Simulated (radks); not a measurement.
The numbers below are computed, except where a source is named.
Hg LXXVIII, configuration [He] 2s1.

Level of theory: scalar-relativistic Kohn-Sham, r2SCAN, spin-polarised, spherical densities, finite nucleus; open shells are filled with parallel spins first (spin-orbit coupling, left out, can overturn this in heavy ions); meta-GGA in the generalised Kohn-Sham scheme; Fermi nuclear charge, rms radius 5.4648 fm (a radial shooting solver on a logarithmic mesh with Libxc functionals).

Energy parts (eV):
part                      energy
total                 -214171.67
kinetic                261558.13
electron-nucleus      -478275.38
Hartree                  4368.58
exchange-correlation    -1823.00

Orbitals (lengths in bohr, moments of r in powers of bohr; r(max) is where P^2 peaks):
[
 {"orbital": "1s up", "occ.": "1", "eigenvalue (eV)": "-93493.36", "<r>": "0.01652", "r(max)": "0.01020"},
 {"orbital": "1s down", "occ.": "1", "eigenvalue (eV)": "-93465.85", "<r>": "0.01652", "r(max)": "0.01021"},
 {"orbital": "2s up", "occ.": "1", "eigenvalue (eV)": "-23470.80", "<r>": "0.06697", "r(max)": "0.05753"}
]

The highest occupied level is 2s up at -23471 eV. The electron density at the nucleus is 2.29e+06 e/bohr^3 (large components only). The spin density at the nucleus is 163848 e/bohr^3 (1s 693, 2s 163155). For comparison, the ionisation energy in NIST's Atomic Spectra Database is 23544.1 eV (theoretical). In exact Kohn-Sham theory the highest level is minus the ionisation energy, but local and semilocal functionals leave it too shallow, through self-interaction and a potential that decays too fast; potentials with the right tail come closer. Spin moment in Bohr magnetons: 1.
